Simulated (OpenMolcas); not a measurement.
# Tc4+ in Cs2GeF6: curves along the breathing mode

Tc4+ with its 6 nearest fluoride ions, on the Ge site of Cs2GeF6 (a = 9.021 Å, distance in the model lattice 1.804 Å). The rest of the host is ab initio model potentials to 7.6 Å and point charges beyond; the distance is set by hand and nothing relaxes. Ligand basis ANO-RCC-VDZP.

```
Program             : OpenMolcas 26.06
Method              : SS-CASPT2, IPEA 0.25 Eh, imaginary shift 0.1 Eh (closed shells correlated: 4s 4p and the ligand valence shells)
Basis               : ANO-RCC-VDZP [6s5p3d1f]
Scalar Hamiltonian  : DKH2, point nucleus
Active space        : 3 electrons in 5 orbitals (4d)
State averaging     : 2S+1 = 4 even, 10 roots; 2S+1 = 2 even, 40 roots
Spin-orbit coupling : state interaction with AMFI integrals over the reference wave functions
```

Spin-free energies (labels of O, the rotations of Oh) in cm-1 above the lowest fitted minimum, as all ligands move together:

| R (Å) | 4A2 | 2E | 2T1 | 2T2 | 4T2 | 4T1 | 2A1 |
| --- | --- | --- | --- | --- | --- | --- | --- |
| 1.777 | 17680 | 28970 | 29140 | 36250 | 63610 | 70050 | 71080 |
| 1.819 | 8180 | 19510 | 19710 | 26800 | 50190 | 56660 | 57750 |
| 1.86 | 2700 | 14060 | 14190 | 21360 | 41380 | 47830 | 48990 |
| 1.902 | 260 | 11650 | 11800 | 18900 | 35950 | 42380 | 43580 |
| 1.944 | 410 | 11820 | 11960 | 19060 | 33530 | 39920 | 41130 |
| 1.986 | 2630 | 14040 | 14320 | 21250 | 33570 | 39900 | 41160 |
| 2.028 | 6500 | 17920 | 18130 | 25110 | 35590 | 41850 | 43170 |

Cubic fits give the following; the wavenumber is harmonic, with the mass of all moving ligands, small differences in it between states hang on the degree of the fit, a number in brackets counts states of one label, and the table is a selection of at most 14 states with clean curves.

```csv
State,R0 (Å),Breathing mode (cm-1),Minimum (cm-1)
4A2,1.919,638,0
2E,1.919,638,11400
2T1,1.919,639,11570
2T2,1.920,636,18650
4T2,1.963,607,33300
4T1,1.964,603,39660
2A1,1.963,607,40890
2E(2),1.963,604,44600
2T1(2),1.965,598,47800
2T2(2),1.962,606,51290
2A2,1.962,603,51980
2E(3),1.962,604,61600
4T1(2),2.003,569,66120
2T1(3),2.005,575,78420
```

The minimum of 4T2 is shifted by +0.0434 Å against 4A2 (from the unrounded fits). With M = 114.0 u for the moving shell, the Huang-Rhys factor in this mode is S = M ω ΔR² / 2ħ = 0.01483 × 114.0 × 638 × 0.0434² = 2.03. Only the first shell moves, against a rigid host.

Roots that are degenerate in the reference are averaged as groups; the widest CASPT2 spread within a group is 1400 cm-1 (the 3-fold group of multiplicity 2 near 117000 cm-1 above the lowest state of its run, R = 1.777). Shifts and gaps below about the spread of the groups concerned are not significant. Over all roots computed the reference weight is 0.71 to 0.72 in R = 1.777, 0.71 to 0.72 in R = 1.819, 0.70 to 0.72 in R = 1.86, 0.70 to 0.71 in R = 1.902, 0.70 to 0.71 in R = 1.944, 0.69 to 0.71 in R = 1.986, 0.69 to 0.70 in R = 2.028; a low but even weight reflects the number of correlated electrons. Ligand-to-metal charge-transfer states are missing. With no ligand orbital active B as a rule stays too high, so bands that hang on it stand too high and its fall with covalency is understated. With one d shell and no ligand orbital active, 10Dq can be off by a tenth or more. The least metal-like active orbital is 73 % on the metal (Löwdin) and no ligand orbital is active, so the numbers are rough (holds for R = 1.777). The least metal-like active orbital is 74 % on the metal (Löwdin) and no ligand orbital is active, so the numbers are rough (holds for R = 1.819). The least metal-like active orbital is 75 % on the metal (Löwdin) and no ligand orbital is active, so the numbers are rough (holds for R = 1.86; R = 1.902). The least metal-like active orbital is 76 % on the metal (Löwdin) and no ligand orbital is active, so the numbers are rough (holds for R = 1.944; R = 1.986; R = 2.028). No measured value stands beside these numbers.
